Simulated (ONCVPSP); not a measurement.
# Transferability test, ONCV potential for barium

* Element: barium
* Generator: ONCVPSP 4.0.1
* Type: optimised norm-conserving Vanderbilt (ONCV)
* Functional: LDA (Perdew-Zunger)
* Relativity: scalar-relativistic
* Frozen core: [Kr] 4d10
* Valence charge: 10
* Reference configuration: 5s2 5p6 6s1 (charge +1)
* Partial waves: 5s+6s: rc 3.10 bohr, ncon 4, nbas 8, qcut 3.2 1/bohr, 2 projectors; 5p: rc 2.75 bohr, ncon 3, nbas 6, qcut 5.4 1/bohr, 3 projectors, debl 3.55 Ha; d scattering state at 0.2 Ha: rc 3.35 bohr, ncon 4, nbas 8, qcut 2.7 1/bohr, 2 projectors, debl 3.3 Ha; f scattering state at 0.1 Ha: rc 3.10 bohr, ncon 4, nbas 8, qcut 3.7 1/bohr, 2 projectors, debl 0.5 Ha
* Local potential: polynomial inside 2.75 bohr (lpopt 3, dvloc0 0 Ha)
* Core correction: polynomial model core, fcfact 0.4

In the d channel the program set the typed energies aside and used -0.267, 3.033 Ha. In the f channel the program set the typed energies aside and used -0.151, 0.349 Ha.

Energies are relative to the spin-unpolarised reference configuration 5s2 5p6 6s1; without spin polarisation the order of configurations can differ from experiment.

```json
{"valence configuration": "5s2 5p6 6s2", "charge": "0", "ΔE all-electron (eV)": "-5.543", "error AE − PS (meV)": "0.0"}
{"valence configuration": "5s2 5p6 5d1 6s1", "charge": "0", "ΔE all-electron (eV)": "-4.193", "error AE − PS (meV)": "-19"}
```

**Question.** What are ΔE and the potential's error for 5s2 5p6 6s1.5?

**Answer.** ΔE = -3.332 eV all-electron; the error (AE − PS) is +0.1 meV.

**Question.** What are ΔE and the potential's error for 5s2 5p6 6s0?

**Answer.** ΔE = 10.171 eV all-electron; the error (AE − PS) is -3.8 meV.

Note: no bound ghost flagged; GHOST(+) flagged for d at 79.8 eV, d at 293.3 eV, d at 471.5 eV.
